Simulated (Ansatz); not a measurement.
Reaction (ligand exchange at a B–O bond): `COBCl` + H₂Te → `ClB[TeH]` + CH₃OH

Program: Ansatz. Geometries: PBE0-D4/def2-TZVP. ΔE: electronic, gas phase. CCSD(T)/CBS is the MP2 limit (def2-TZVPP, def2-QZVPP) plus CCSD(T) − MP2 in def2-TZVPP, frozen cores. This one scheme is used for every species. Functionals use def2-TZVPP. def2 core potentials past Kr. For Te outer-core shells are correlated without core-valence functions, which leaves a few kJ/mol of doubt a bond. Each species was taken in one conformer, which may not be the lowest.

`COBCl`:

Z-matrix (Å, degrees):
```
C
O 1 1.416
H 1 1.091 2 108.7
H 1 1.093 2 111.5 3 120.8
H 1 1.091 2 108.6 3 -118.4
B 2 1.334 1 121.8 3 -120.7
Cl 6 1.755 2 118.3 1 -180.0
H 6 1.195 2 122.7 1 0.0
```

H₂Te:

```xyz
3

Te   -0.469   -0.442   -0.436
H     1.043    0.204   -0.635
H    -0.575    0.237    1.071
```

`ClB[TeH]`:

Z-matrix (Å, degrees):
```
B
Cl 1 1.738
Te 1 2.120 2 124.0
H 1 1.190 2 119.1 3 -180.0
H 3 1.658 1 95.2 2 0.0
```

CH₃OH:

Cartesian coordinates in Å:
```
C 0.079 -0.293 -0.186
O -0.669 0.839 0.194
H -0.462 -0.775 -1.001
H 0.184 -1.019 0.630
H 1.080 -0.030 -0.551
H -0.212 1.279 0.913
```

```csv
level,ΔE (kJ/mol),difference from CCSD(T)/CBS
B97M-V,94.3,12.9
CAM-B3LYP-D4,101.3,19.9
ωB97X-V,92.5,11.1
PBE-QIDH,83.2,1.8
revPBE,75.9,-5.5
PBE0,82.5,1.1
r2SCANh,86.5,5.1
r2SCAN0,87.4,6.0
LC-ωPBE,92.4,11.0
CCSD(T)/def2-TZVPP,87.2,5.8
CCSD(T)/CBS,81.4,0
```

Largest T1 diagnostic among the species: 0.014.

From BLYP to BHLYP (50 % exact exchange), in def2-TZVPP and without D4, ΔE moves by +8.2 kJ/mol. At CCSD(T), def2-SVP lies +25.9 kJ/mol from the extrapolated value and def2-TZVPP +5.8 kJ/mol.
